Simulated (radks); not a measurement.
Results of a calculation; reference values are marked as such.
Effect of the nuclear size on the gallium ion Ga2+, [Ar] 3d10 4s1. Code: a radial shooting solver on a logarithmic mesh with Libxc functionals. Model: Dirac Kohn-Sham, relativistic LDA (MacDonald-Vosko exchange, VWN5 correlation), spin-unpolarised, spherical densities, finite nucleus; Fermi nuclear charge, rms radius 3.9973 fm. The rms radius is varied about that value; shifts are against it.

rms radius (fm)  total energy shift (eV)  density at nucleus (e/bohr^3)  1s1/2 shift (meV)  2s1/2 shift (meV)  3s1/2 shift (meV)  3p1/2 shift (meV)  4s1/2 shift (meV)
3.2778                           -0.0917                       2.83e+04              -38.8              -3.76             -0.562              0.046             -0.047
3.6335                           -0.0485                      2.812e+04              -20.5              -1.99             -0.297              0.024             -0.025
3.9973                                 0                      2.796e+04              0.000              0.000              0.000              0.000              0.000
4.3571                            0.0522                      2.782e+04               22.1               2.14              0.320             -0.026              0.027
4.7888                             0.121                      2.766e+04               51.0               4.94              0.738             -0.060              0.062

Slopes of the eigenvalues against <r^2> in GHz/fm^2, as finite differences over the two radii next to the reference (eigenvalue slopes, not the field-shift constants of lines): 1s1/2 1780, 2s1/2 173, 3s1/2 25.8, 3p1/2 -2.10, 4s1/2 2.17.
